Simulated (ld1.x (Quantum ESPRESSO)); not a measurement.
lead: one change to an ultrasoft potential, before and after

```json
{
 "Element": "Pb",
 "Generator": "ld1.x (Quantum ESPRESSO) 7.5",
 "Type": "ultrasoft",
 "Functional": "LDA (PZ)",
 "Relativity": "scalar-relativistic",
 "Frozen core": "[Xe] 4f14",
 "Valence charge": "14",
 "Reference configuration": "5d10 6s1 6p3",
 "Partial waves": "6s (bound): rcut 1.40, rcutus 1.85 bohr; 6s channel at -0.1 Ry: rcut 1.40, rcutus 1.85 bohr; 6p (bound): rcut 2.20, rcutus 2.80 bohr; 6p channel at 0.15 Ry: rcut 2.20, rcutus 2.80 bohr; 5d (bound): rcut 1.05, rcutus 1.30 bohr; 5d channel at -0.9 Ry: rcut 1.05, rcutus 1.30 bohr; 5f channel at 0.25 Ry: rcut 2.65, rcutus 3.15 bohr; 5f channel at 2.75 Ry: rcut 2.65, rcutus 3.15 bohr",
 "Local potential": "all-electron potential smoothed inside 2.60 bohr (lloc = -1)",
 "Core correction": "Bessel-smoothed model core inside 0.85 bohr",
 "Augmentation charge": "built from norm-conserving waves at rcut, not smoothed further"
}
```

Change: all radii but the core radius scaled by about 1.11 (s 2.04, p 3.10, d 1.44, f 3.48 bohr, rcut 1.54/2.44/1.16/2.92); local potential all-electron potential smoothed inside 2.88 bohr (lloc = -1).

Cutoffs: the cutoffs (Ry, on a coarse ladder) from which the occupation-weighted sum of valence levels, in a spherical-Bessel basis at the reference potential, stays within 10 and 1 mRy of its value at 400 Ry; they do not see the model core or the augmentation charge, which bear on the density cutoff. Errors are all-electron minus pseudo energies relative to the spin-unpolarised reference configuration.

Task: What does the change do?

Result: The potential gets softer (70 Ry and 120 Ry → 55 Ry and 100 Ry); both files keep a bound ghost (s); the number of tests that count goes from 8 to 9; of the 8 tests that both files solve, the error grows in 0 and shrinks in 5 by more than 15 % and 0.3 meV (median size 22.4 → 12.7 meV). A larger radius leaves more room for a smooth pseudo-wave, so fewer plane waves are needed. That the errors move this way runs against the usual rule that smaller radii transfer better.

| quantity | base | changed |
| --- | --- | --- |
| cutoff, loose | 70 Ry | 55 Ry |
| cutoff, tight | 120 Ry | 100 Ry |
| loose cutoff by channel (10 mRy a level) | s 10 Ry, p 6 Ry, d 50 Ry | s 6 Ry, p 6 Ry, d 45 Ry |
| bound ghosts | s | s |
| tests counted (converged, no solver errors) | 8 of 9 | 9 of 9 |
| error for 5d10 6s2 6p2, meV [ΔE -8.82 eV] | -20 | -5.0 |
| error for 5d10 6s2 6p1, meV [ΔE -1.99 eV] | -34 | -16 |
| error for 5d10 6s2 6p0, meV [ΔE 11.77 eV] | -64 | -43 |
| error for 5d10 6s2 6p1.5, meV [ΔE -6.21 eV] | -25 | -9.1 |
| error for 5d10 6s1 6p2, meV [ΔE 7.61 eV] | -4.2 | -4.1 |
| error for 5d10 6s1 6p0, meV [ΔE 44.65 eV] | -41 | -40 |
| error for 5d10 6s1 6p3 (spin-polarised), meV [ΔE -1.86 eV] | +15 | +16 |
| error for 5d10 6s2 6p2 (spin-polarised), meV [ΔE -9.27 eV] | -18 | -2.3 |
| lowest overlap eigenvalue by channel | s 0.75, p 0.50, d 0.89, f 0.30 | s 0.57, p 0.58, d 0.98, f 1.00 |

Base: Tests not counted: 5d9 6s2 6p2 (solver errors, printed error -1277 eV). A true bound ghost makes a file unfit for plane-wave use even where its test errors are small: the radial tests pick states by their node count and pass the ghost by. Where a test does run into it, the solver fails or the error is huge.
